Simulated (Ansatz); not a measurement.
This geometry of BClH3OS (7 atoms, charge 1, multiplicity 1) is a first-order saddle point.

Level of theory: Ansatz 0.2.0, RKS BLYP/def2-SVP.

```xyz
7
Properties=species:S:1:pos:R:3
O -0.721 0.793 -0.194
B -0.322 -0.527 0.163
S 1.440 -0.099 0.755
Cl -1.263 -1.939 0.072
H -1.596 1.152 -0.493
H 0.391 1.183 0.070
H 2.070 -0.563 -0.372
```

(1) Which two structures does it join? (They come from a converged band through this point; their orientation in space is the band's.)

(2) How far does it lie above each of them?

Results:

(1) Bonds broken: O1–H6. Bonds formed: S3–H6.

Image 0:

```xyz
7
Properties=species:S:1:pos:R:3
O -0.750 0.944 -0.076
B 0.020 -0.359 0.005
S 1.777 -0.148 0.181
Cl -1.011 -1.741 -0.095
H -1.733 0.945 -0.180
H -0.348 1.845 -0.046
H 2.044 -1.486 0.210
```

Image 8:

```xyz
7
Properties=species:S:1:pos:R:3
O -1.217 0.831 -0.059
B -0.535 -0.294 0.084
S 1.350 0.109 0.628
Cl -0.957 -1.964 -0.027
H -2.177 0.779 -0.263
H 1.534 1.251 -0.110
H 2.003 -0.713 -0.253
```

(2) 0.91 eV above the first and 1.33 eV above the second. This is the barrier of this one path; another mechanism may lie lower. The orbitals stay closed-shell, which can raise the energy where a bond breaks towards radicals; this wasn't checked here. Limits of this set-up: the dipole of an ion depends on the origin.

The run took 2.7 min on 1 thread of Arm Neoverse V2, on a shared host, peak memory 0.14 GiB.
